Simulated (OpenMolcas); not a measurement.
Computed levels of 3s² 3p² in ions with 14 electrons, in cm-1 above ³P₀.

```json
{
  "Program": "OpenMolcas",
  "Method": "SS-RASPT2, IPEA 0.25 Eh, imaginary shift 0.1 Eh",
  "Basis": "ANO-RCC-VTZP",
  "Scalar Hamiltonian": "DKH2, point nucleus",
  "Spin-orbit coupling": "RASSI with atomic mean-field integrals over the reference wave functions, term energies averaged over their components"
}
```

Active space for each ion: 4 electrons in 9 orbitals (RAS2 3s 3p; RAS3 3d, at most 2 electrons); closed shells correlated by CASPT2: 2s 2p.

```csv
Level,Si,P+,Cl3+,Ar4+
³P₁,67.3,144,443,681
³P₂,196,415,1225,1841
¹D₂,6620,9240,14190,16720
¹S₀,15930,22120,33360,38770
```

Q: Estimate ³P₂, ¹D₂, ¹S₀ for S2+ from its neighbours P+ and Cl3+.

A: ³P₂ is fine structure, which grows about as the fourth power of a screened charge, so the fourth roots are averaged: ((415^0.25 + 1225^0.25) / 2)^4 = 740. The calculation gives 744, so the estimate is off by -0.5 %; the measured value is 833 (NIST levels in Podobedova, Kelleher and Wiese, J. Phys. Chem. Ref. Data 38, 171 (2009)).
¹D₂ is another term, which grows about linearly with the charge: (9240 + 14190) / 2 = 11715. The calculation gives 11720, so the estimate is off by 0 %; the measured value is 11323 (NIST levels in Podobedova, Kelleher and Wiese, J. Phys. Chem. Ref. Data 38, 171 (2009)).
¹S₀ is another term, which grows about linearly with the charge: (22120 + 33360) / 2 = 27740. The calculation gives 27930, so the estimate is off by -0.7 %; the measured value is 27161 (NIST levels in Podobedova, Kelleher and Wiese, J. Phys. Chem. Ref. Data 38, 171 (2009)).

CASPT2 does not keep the components of a term degenerate, so their means are used; among the terms shown or strongly mixed into the levels shown the widest spread is 21 cm-1 (3s² 3p² ¹D, P+). The run also gave levels led by 3s² 3p 3d, which use shells meant for correlation; these and all levels above them are left out (holds for Si). The run also gave levels led by 3s 3p² 3d, 3s² 3p 3d, which use shells meant for correlation; these and all levels above them are left out (holds for P+; S2+). Active for correlation alone: 3d; no level in the range computed is led by a configuration that fills it, so any true level of that kind is missing (holds for Cl3+; Ar4+). Measured partners are found by configuration, term and J. A level has none where our copy of the source lacks it or the pairing is in doubt (some pairs that miss far off the trend of their configuration count as doubtful), and it then counts in no deviation. Levels of configurations outside the active space are missing.
